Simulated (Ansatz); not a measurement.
## Energy profile

The step: CH₆OSi ([CH3][SiH2][OH]) + H₂ → CH₆Si ([CH3][SiH3]) + H₂O; bonds formed: Si1–H7, O2–H6; bonds broken: Si1–O2, H6–H7 (atoms numbered as in the saddle structure below).

```json
{"atom": "Si1", "x (Å)": "-0.5518", "y (Å)": "0.0448", "z (Å)": "-0.0776"}
{"atom": "O2", "x (Å)": "-0.2193", "y (Å)": "-1.4837", "z (Å)": "0.9889"}
{"atom": "H3", "x (Å)": "-1.6093", "y (Å)": "0.0420", "z (Å)": "-1.1272"}
{"atom": "H4", "x (Å)": "-1.3240", "y (Å)": "0.6054", "z (Å)": "1.0948"}
{"atom": "C5", "x (Å)": "0.8653", "y (Å)": "1.2409", "z (Å)": "-0.2886"}
{"atom": "H6", "x (Å)": "0.0853", "y (Å)": "-1.7880", "z (Å)": "-0.0293"}
{"atom": "H7", "x (Å)": "0.2510", "y (Å)": "-1.1955", "z (Å)": "-1.0258"}
{"atom": "H8", "x (Å)": "-0.9784", "y (Å)": "-1.9100", "z (Å)": "1.4082"}
{"atom": "H9", "x (Å)": "1.3089", "y (Å)": "1.1685", "z (Å)": "-1.2823"}
{"atom": "H10", "x (Å)": "0.5298", "y (Å)": "2.2649", "z (Å)": "-0.1072"}
{"atom": "H11", "x (Å)": "1.6423", "y (Å)": "1.0108", "z (Å)": "0.4459"}
```

Electronic energies by CCSD(T) at an estimated basis limit (MP2 extrapolated from triple and quadruple zeta, plus CCSD(T) − MP2 in triple zeta), on PBE0-D4/def2-TZVP structures; CH8OSi, singlet; no counterpoise correction. Computed with Ansatz 0.2.0 (basis: def2-TZVPP and def2-QZVPP); correlated methods freeze the cores. Extrapolation: Hartree–Fock as exp(−7.88 √X), correlation as X^−2.97.

Give the profile in eV, counted from the separated reactants. (An estimate is asked for; the value comes from the calculation.)

The calculation gives:
| point | eV |
| --- | --- |
| separated: CH6OSi (linked as [CH3][SiH2][OH]; Si1, O2, H3, H4, C5, H8, H9, H10, H11; singlet) + H2 (H6, H7; singlet) | 0.000 |
| start structure | -0.031 |
| saddle | 2.444 |
| end structure | 0.648 |
| separated: CH6Si (linked as [CH3][SiH3]; Si1, H3, H4, C5, H7, H9, H10, H11; singlet) + H2O (O2, H6, H8; singlet) | 0.736 |

The T1 diagnostic stays at or below 0.012.

For scale, one of the runs: CCSD(T)/def2-TZVPP, 216 basis functions, launched by `ansatz run in.yaml --threads 4 --pin off --events-out ev --progress --plain --max-ram 9574MiB`. Hardware: 4 CPU threads of an Intel Xeon, shared host. Wall time 62 s; peak host memory 3.1 GiB.
